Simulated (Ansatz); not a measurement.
Job for Ansatz (a quantum-chemistry and plane-wave program): R-CCSD(T)/aug-cc-pVDZ on C3H2O2 (a complex), monomers drawn apart or pushed together.

Ansatz 0.2 input:
```yaml
crystal:
  periodic: [false, false, false]
  atoms:
    - {symbol: C, position_ang: [-0.62497914, -0.19020078, -0.08033622]}
    - {symbol: C, position_ang: [0.52170081, 0.15034044, -0.12776800]}
    - {symbol: H, position_ang: [-1.64276697, -0.49245405, -0.03192352]}
    - {symbol: H, position_ang: [1.53995539, 0.45277631, -0.16360268]}
    - {symbol: O, position_ang: [1.19710758, 0.36530243, 3.58408035]}
    - {symbol: C, position_ang: [0.08643553, 0.03426727, 3.62069105]}
    - {symbol: O, position_ang: [-1.02355250, -0.29649976, 3.67550294]}
basis:
  gaussian:
    orbitals: aug-cc-pVDZ
magnetization: {spin_polarized: false}
correlation: {method: ccsd_t, electrons: outside_noble_gas}
scf: {lower_state_search: off}
```

It printed:

```
WARN ansatz: RAYON_NUM_THREADS=1 ignored (pool sized by the plan → 1); use --threads N
Functional definition: HF
these checks for a lower state are left out or cut short: stability, starts, cluster_reference, orbital_swaps, neighbouring_geometries, increment
integrals: 0.30 GiB planned
1326 factors; integrals over basis functions are off by at most 9.7e-4 eV
mean field: 0.38 GiB planned
mean field evaluation 1: about -7193.2943 eV, gradient 4.3e1 eV
mean field evaluation 2: about -7193.3545 eV, gradient 4.3e1 eV
mean field evaluation 4: about -7197.1811 eV, gradient 3.9e0 eV
mean field evaluation 8: about -7197.2234 eV, gradient 1.6e-1 eV
mean field -7197.22355186 eV, -264.4930870775 hartree, gradient 1.2e-6 eV, S^2 0.000000; 0 other end points of the search recorded, 0 dependent functions left out
5 core orbitals not correlated
reference -7197.22355186 eV, -264.4930870775 hartree; 13, 13 occupied and 115, 115 virtual orbitals, 1326 factors
second order -20.90971191 eV of doubles, -0.00000000 eV of singles
coupled cluster: 0.88 GiB planned
cycle   1  -20.40269671 eV  change    5.1e-1 eV  update   1.3e-1
cycle   2  -21.05580185 eV  change   -6.5e-1 eV  update   4.4e-2
cycle   3  -21.23534482 eV  change   -1.8e-1 eV  update   2.1e-2
cycle   4  -21.22884924 eV  change    6.5e-3 eV  update   5.0e-3
cycle   5  -21.23151554 eV  change   -2.7e-3 eV  update   1.8e-3
cycle   6  -21.23297195 eV  change   -1.5e-3 eV  update   4.9e-4
cycle   7  -21.23288681 eV  change    8.5e-5 eV  update   1.6e-4
cycle   8  -21.23294821 eV  change   -6.1e-5 eV  update   4.0e-5
cycle   9  -21.23297413 eV  change   -2.6e-5 eV  update   1.2e-5
perturbative correction -0.90446825 eV, -0.0332385950 hartree
Total energy: -7219.36099424 eV, -265.3066230797 hartree
Checks for a lower state left out: stability, starts, cluster_reference, orbital_swaps, neighbouring_geometries, increment
```

The calculation finished and met its thresholds.

Cost: very roughly 30 core-seconds.
